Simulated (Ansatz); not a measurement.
CH4F2GeO, SMILES `O[CH](F)[GeH2][F]`. Total charge 0; spin multiplicity 1. All single points use the PBE0-D4/def2-TZVP geometry. It is one conformer, not always the lowest.

```xyz
9

O    -0.305   -1.074   -1.255
C     0.366   -0.671   -0.123
F     1.715   -0.501   -0.396
Ge   -0.412    1.067    0.430
F     0.288    1.404    1.990
H    -0.059   -1.978   -1.477
H     0.320   -1.415    0.682
H    -1.926    0.966    0.656
H     0.012    2.201   -0.508
```

Problem. What is the dipole moment at ωB97M-V/def2-TZVPP? (An estimate is asked.)

Solution. The calculation gave: 2.72 D, with components (-1.52, -1.90, -1.21) D in this frame, pointing from negative to positive charge.

Problem. And with PBE, r2SCAN, B3LYP? (Estimate.)

Solution. The calculation gave: PBE 2.65 D, r2SCAN 2.71 D, B3LYP 2.73 D.

Problem. Give the Mulliken charges with ωB97M-V, r2SCAN, PBE in def2-TZVPP. (Best estimate.)

Solution. The calculation gave: 
```
atom  ωB97M-V  r2SCAN    PBE
  O1    -0.28   -0.32  -0.26
  C2     0.08    0.17   0.07
  F3    -0.21   -0.22  -0.18
 Ge4     0.47    0.52   0.47
  F5    -0.39   -0.39  -0.35
  H6     0.19    0.21   0.20
  H7     0.12    0.07   0.09
  H8     0.01   -0.02  -0.02
  H9     0.02   -0.01  -0.01
```

B3LYP here is the variant with VWN-RPA as its local correlation; programs differ in this.

Program: Ansatz 0.2.0.
